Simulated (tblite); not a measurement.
C3H9AlO2S.
Structure used (GFN2-xTB), in Å, numbered top down from 1:
```xyz
16
C3H9AlO2S angstrom
C     -1.8238    1.1926   -0.3916
S     -0.8129   -0.1903   -0.9710
Al    -0.5371   -1.1029    1.4269
C      0.8238    0.6243   -0.9826
C      1.8930   -0.3899   -0.6865
O      2.9729   -0.4489   -1.1966
O      1.4804   -1.2384    0.2665
H     -1.6164    1.3732    0.6643
H     -2.8588    0.8890   -0.5137
H     -1.6179    2.0672   -1.0006
H     -2.0974   -0.9633    1.4894
H     -0.0272   -2.5754    1.5506
H      0.2254    0.2002    1.9206
H      0.8320    1.3535   -0.1680
H      1.0042    1.1092   -1.9407
H      2.1522   -1.8913    0.5216
```

All values are computed: GFN2-xTB (tblite) harmonic vibrations without scaling, gas phase. The method is semi-empirical: single wavenumbers can be off by several per cent or more. Modes of hydrogen on aluminium can be 10 to 20 % off. One conformer, not necessarily the lowest.

Harmonic wavenumbers (cm⁻¹): 64.9, 89.7, 96.8, 164.6, 187.6, 196.7, 225.5, 261.1, 269.0, 396.3, 513.7, 541.5, 568.2, 600.6, 640.6, 731.1, 757.7, 767.0, 827.8, 854.1, 872.9, 909.6, 949.2, 960.9, 1061.1, 1106.2, 1190.8, 1195.0, 1309.9, 1372.3, 1413.3, 1432.8, 1562.8, 1674.1, 1694.9, 1810.2, 2938.2, 2962.0, 3008.1, 3042.4, 3060.5, 3404.7.

A = 2451, B = 1406, C = 987.2 MHz; mass 136.014 u (most abundant isotopes); point group C1, symmetry number 1.

Question: Zero-point energy?

Answer: Half the sum of the wavenumbers: 23843 cm⁻¹ = 68.17 kcal/mol.

Question: What is S at 400 K and 1 bar for an ideal gas of classical rigid rotors and harmonic oscillators?

Answer: Translation 42.12, rotation 29.81, vibration 39.23: S = 111.2 cal/(mol K).

Question: And Cp and H(400 K) − H(0)?

Answer: Cp = 47.05 cal/(mol K), of which vibrations give 39.10 (their classical limit is 42 R = 83.5); H(400 K) − H(0) = 11.42 kcal/mol without the zero-point energy, 8.24 from vibrations.

Question: Blend soft modes into free rotors: weight 1/[1 + (100 cm⁻¹/ν̃)⁴] for the oscillator and the rest for a rotor with moment μB/(μ + B), μ = h/(8π²ν), B = 10⁻⁴⁴ kg m². What vibrational entropy results?

Answer: 36.95 cal/(mol K) in place of 39.23, which changes −T·S at 400 K by +0.91 kcal/mol.

Question: How do the functions run with temperature in this model?

Answer: 
| T (K) | S (cal/(mol K)) | Cp (cal/(mol K)) | H − H(0) (kcal/mol) | G − H(0) (kcal/mol) | ln q(vib) |
| --- | --- | --- | --- | --- | --- |
| 150 | 77.5 | 24.4 | 2.39 | -9.24 | 2.73 |
| 250 | 92.2 | 34.0 | 5.31 | -17.75 | 5.42 |
| 298.15 | 98.6 | 38.5 | 7.05 | -22.35 | 6.70 |
| 600 | 132.7 | 59.3 | 22.15 | -57.49 | 14.40 |
| 900 | 159.1 | 70.4 | 41.77 | -101.43 | 21.27 |

q(vib) and H(0) count from the zero-point level.

Hindered rotation and anharmonicity are outside this model. Other conformers, if any are populated, would add a mixing term that is left out. The structure is chiral; the term R ln 2 for an equal mix with its mirror image is left out.

Hardware: Arm Neoverse N1, one thread, no GPU, shared host with 64 logical CPUs at a one-minute load of 57. Cost: 0.94 s wall. This covers the Hessian and the dipole derivatives.
